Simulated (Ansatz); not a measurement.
```xyz
14

C     1.6019    0.9381   -0.0413
C     0.4989    0.8046    0.9857
O    -0.7324    1.2667    0.4757
Sb   -2.2102    0.0504    0.0435
C    -1.1144   -1.3734   -1.1486
H     1.4037    0.3127   -0.9147
H     2.5636    0.6389    0.3853
H     1.6810    1.9740   -0.3770
H     0.7391    1.4101    1.8689
H     0.4277   -0.2372    1.3310
H    -2.0400   -0.9235    1.4583
H    -1.7375   -2.2590   -1.2909
H    -0.1890   -1.6663   -0.6540
H    -0.8925   -0.9360   -2.1220
```

Total charge 0; spin multiplicity 1. Sb: def2 effective core potential.

(1) List the ωB97M-V/def2-TZVPP orbital energies in eV (the Gaussian-basis code of Ansatz). (Estimate.)

Results:

(1) Ansatz gave: Occupied: -525.56, -282.52, -281.38, -280.98, -159.90, -111.42, -111.34, -111.20, -38.90, -38.78, -38.68, -38.63, -38.56, -30.20, -23.43, -22.36, -19.72, -17.94, -15.57, -14.96, -14.23, -13.88, -13.80, -12.79, -12.69, -11.43, -10.55, -9.82, -9.27. Lowest empty: 1.07, 1.56, 2.60, 2.99, 3.63, 3.84, 4.39, 4.48.
